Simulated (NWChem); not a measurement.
A series in which one site is exchanged, each optimised at PBE0/def2-SVP with NWChem, gas phase unless a solvent is named. Some are not confirmed as minima by frequencies. def2 effective core potentials on Zr, I; no spin-orbit coupling.

A: [F][Ti]([F])([F])[I] (TiIF₃; site = Ti)
B: [F][Ge]([F])([F])[I] (GeIF₃; site = Ge)
C: [F][Zr]([F])([F])[I] (ZrIF$_{3}$; site = Zr)
D: F[Si](F)(F)I (SiIF$_{3}$; site = Si)

Question: Rank them by dipole (D), PBE0/def2-SVP, lowest first.

Answer: C (0.05), A (0.31), D (1.27), B (2.39)
